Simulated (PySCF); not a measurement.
Compound: C7H6NO (doublet state).
Bonds: N1–C2 (triple), C2–C3, C3–C4, C4–C5, C5–C6 (double), C6–C7, C7–O8 (double), C7–C9, C3–C9. Hydrogens: H10, H11 on C4; H12 on C5; H13 on C6; H14, H15 on C9.

The species is `N#C[C]1CC=CC(=O)C1` [radical].

Level of theory: PySCF, UKS B3LYP, pcH-1 on C H N O, non-relativistic, mean-field spin-orbit, GIAO. Isolated species at its GFN2-xTB geometry (one conformer only). A GFN2-xTB geometry isn't a minimum of the functional, and hyperfine couplings can be far from their values at a DFT geometry. Stability of the SCF solution: not tested.

Principal values of hyperfine tensors in MHz (contact and dipolar terms together), for some of the nuclei:

| atom | isotope | A1 | A2 | A3 |
| --- | --- | --- | --- | --- |
| H14 | 1H | 91.84 | 93.03 | 102.76 |
| C3 | 13C | 6.17 | 6.40 | 197.03 |
| C2 | 13C | -76.77 | -59.95 | -37.10 |
| C7 | 13C | 32.87 | 34.29 | 47.73 |
| C5 | 13C | 27.64 | 28.08 | 36.42 |
| C9 | 13C | -28.07 | -25.52 | -22.18 |
| C4 | 13C | -26.43 | -24.70 | -23.78 |
| N1 | 14N | -9.27 | -5.06 | 41.23 |

Q: Give the isotropic coupling of each nucleus in MHz and in mT (g = 2.0031), and the anisotropic part.

A: a_iso = (A1 + A2 + A3)/3, Ti = Ai − a_iso; 1 mT corresponds to 28.035 MHz.

| atom | a_iso (MHz) | a_iso (mT) | T1 | T2 | T3 |
| --- | --- | --- | --- | --- | --- |
| H14 | 95.88 | 3.420 | -4.03 | -2.85 | 6.88 |
| C3 | 69.87 | 2.492 | -63.70 | -63.46 | 127.16 |
| C2 | -57.94 | -2.067 | -18.83 | -2.01 | 20.84 |
| C7 | 38.30 | 1.366 | -5.42 | -4.01 | 9.43 |
| C5 | 30.72 | 1.096 | -3.08 | -2.63 | 5.71 |
| C9 | -25.26 | -0.901 | -2.81 | -0.26 | 3.08 |
| C4 | -24.97 | -0.891 | -1.46 | 0.27 | 1.19 |
| N1 | 8.96 | 0.320 | -18.24 | -14.03 | 32.27 |

Q: What spin density at the nucleus of C4 lies behind its contact coupling (g_N = 1.40482)?

A: a_FC = (2μ0/3) gₑ μB g_N μN ρ(0)/(2S·h) = 800.24 MHz × g_N × ρ(0)/(2S), with ρ in bohr⁻³. With a_FC = -24.97 MHz and 2S = 1, ρ(0) = -0.02221 bohr⁻³.

Q: H11 (1H, g_N = 5.58569) isn't in the table. Its spin density at the nucleus is 0.01834 bohr⁻³. What is its contact coupling?

A: By the same relation, a_FC = 82.0 MHz. Its full tensor has the principal values 78.17, 78.85, 88.96 MHz.

Q: Name the largest traceless tensor T of the table and describe it.

A: C3: -63.7, -63.5, 127.2 MHz, axial, in the ratio −1:−1:+2, the form that spin in one p orbital centred on that nucleus gives.

Q: What first-order splitting does H14 cause when the field lies along A1, A2 or A3 of its tensor (g taken as isotropic, no quadrupole term)?

A: 2 lines (I = 1/2), spaced by |A_i|/(g × 13.996): 3.28, 3.32, 3.67 mT along the axes of A1, A2 and A3.
